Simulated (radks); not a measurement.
Values are calculated unless marked as measured or tabulated.
Charge is removed step by step from the 2s down level of Eu55+, starting from [He] 2s(up 1, down 1) 2p4. Code: a radial shooting solver on a logarithmic mesh with Libxc functionals. Model: scalar-relativistic Kohn-Sham, SCAN, spin-polarised, spherical densities, finite nucleus; open shells are filled with parallel spins first (spin-orbit coupling, left out, can overturn this in heavy ions); meta-GGA in the generalised Kohn-Sham scheme; Fermi nuclear charge, rms radius 5.1115 fm.

removed (e)  E - E(0) (eV)  eigenvalue (eV)
0                    0.000         -12308.6
0.25                3083.1         -12364.1
0.5                 6180.1         -12416.6
0.75                9289.0         -12457.4

The mean slope of the eigenvalue, de/dn, is 198 eV per electron.
